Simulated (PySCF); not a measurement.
**How methods differ on the excitation energy of Pd⁺**

Pd⁺ [Kr] 4d9 (2D) → Pd⁺ [Kr] 4d8 5p1 (high-spin determinant), as a difference of total energies. Computed with PySCF 2.14 in aug-cc-pVTZ-PP with one added diffuse shell each of s, p, d, f, g type with ECP28MDF (7s7p6d4f3g, 113 functions), with a scalar-relativistic core potential. Correlated levels: valence: 4s2 4p6 frozen. The calculations carry no spin-orbit coupling.

```tsv
method	excitation energy (eV)
UHF	7.168
LDA	8.510
PBE	8.202
PBE0	8.171
r2SCAN	7.876
B3LYP	8.203
TPSSh	8.007
revPBE	8.155
MP2 (valence)	8.568
SCS-MP2 (valence)	8.605
```

**Question.** How much does correlation contribute at MP2 (valence)?

**Answer.** 8.568 − (7.168) = 1.400 eV, measured against UHF.

The determinant of the upper state mixes LS terms, which raises its energy above the lowest term, most at the Hartree-Fock and MP2 levels.
